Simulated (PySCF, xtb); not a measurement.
silole (C4H6Si), SMILES C1=C[SiH2]C=C1.

GFN2-xTB (xtb) at its own geometry gives an orbital gap of 2.98 eV and a dipole moment of 0.21 D.

Geometry: PBE-D3(BJ)/def2-SVP.

Question: What does PBE0/def2-TZVP run with PySCF give? (Estimate from the structure and the level; the computed values follow.)

Answer: gap 5.12 eV (levels -6.77 and -1.65 eV), dipole 0.68 D.
